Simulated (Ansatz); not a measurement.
`F[SiH](Cl)Cl` + `C#C[SiH](F)CF` → `C#C[Si](F)(Cl)Cl` + `FC[SiH2]F`  (redistribution)

Program: Ansatz. Geometries: PBE0-D4/def2-TZVP. ΔE: electronic, gas phase. CCSD(T)/CBS is the MP2 limit (def2-TZVPP, def2-QZVPP) plus CCSD(T) − MP2 in def2-TZVPP, frozen cores. Functionals use def2-TZVPP. B3LYP here is the variant with VWN-RPA as its local correlation; programs differ in this. HSE06 is defined as in plane-wave codes. Each species was taken in one conformer, which may not be the lowest.

```csv
level,ΔE (kJ/mol)
HSE06-D4,6.4
BHLYP-D4,6.7
B3LYP,9.0
r2SCANh,7.2
CAM-B3LYP,8.6
HF/def2-TZVPP,10.4
SCS-MP2/def2-TZVPP,6.0
MP2/CBS(def2),5.6
```

(1) What does CCSD(T)/CBS give? (Best estimate.)

Largest T1 diagnostic among the species: 0.012.

Results:

(1) The calculation gave: +7.3 kJ/mol. The listed levels differ from it by -0.9, -0.6, 1.7, -0.1, 1.3, 3.1, -1.3, -1.7 kJ/mol.

Leaving LDA and LC-ωPBE aside and taking each functional with its dispersion term where it has one, the values, not all of them listed here, spread over 3.4 kJ/mol, from B97M-V to B2PLYP. In def2-TZVPP, CCSD(T) changes the Hartree–Fock value by −3.6 kJ/mol (the triples alone add −0.8 kJ/mol) and MP2 by −5.2 kJ/mol.
